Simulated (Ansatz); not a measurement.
C2H6BF2N, SMILES CCNB(F)F.

Geometry: PBE0-D3(BJ)/def2-SVP. This is a generated structure with no PubChem entry under its InChIKey; it may be hypothetical. Other conformers were not sampled.

Two levels are set side by side: PBE/def2-SVPD (Ansatz, a program for electronic structure) and CAM-B3LYP/def2-SVPD (Ansatz). Energy differences of separate SCF runs at the same geometry; the states with an electron removed or added have multiplicity 2 and 2. Differences are taken from unrounded values.

```
quantity                           CAM-B3LYP
---------------------------------  ---------
vertical ionisation energy (eV)        10.25
vertical singlet–triplet gap (eV)       6.88
```

Question: What does PBE give, and how far is it from CAM-B3LYP? (Estimate from the structure and the level; the computed values follow.)

Answer: 
```
quantity                            PBE  PBE minus CAM-B3LYP
---------------------------------  ----  -------------------
vertical ionisation energy (eV)    9.90                -0.36
vertical singlet–triplet gap (eV)  6.39                -0.49
```
